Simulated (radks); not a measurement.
Species: Te I. Configuration: [Kr] 4d10 5s2 5p4. Calculated with a radial shooting solver on a logarithmic mesh with Libxc functionals: non-relativistic Kohn-Sham, PBE, spin-polarised, spherical densities, point nucleus; open shells are filled with parallel spins first (spin-orbit coupling, left out, can overturn this in heavy ions); relativity is left out, which matters for an element this heavy.

Unscreened Slater integrals over Kohn-Sham orbitals (hartree). They are taken over the spin-up orbitals.

integral      value
F0(5p,5p)   0.33951
F2(5p,5p)   0.17992
F0(5p,5s)   0.37091
G1(5p,5s)   0.24413
F0(5p,4d)   0.43294
F2(5p,4d)   0.10684
G1(5p,4d)  0.031819
G3(5p,4d)  0.029136
F0(5s,5s)   0.41446
F0(5s,4d)   0.51391
G2(5s,4d)  0.054595
F0(4d,4d)   0.93605
F2(4d,4d)   0.47278
F4(4d,4d)   0.31299

Derived for the open shells (J is the average intra-shell exchange parameter used in DFT+U). 5p: J = F2/5 = 0.03598 hartree.
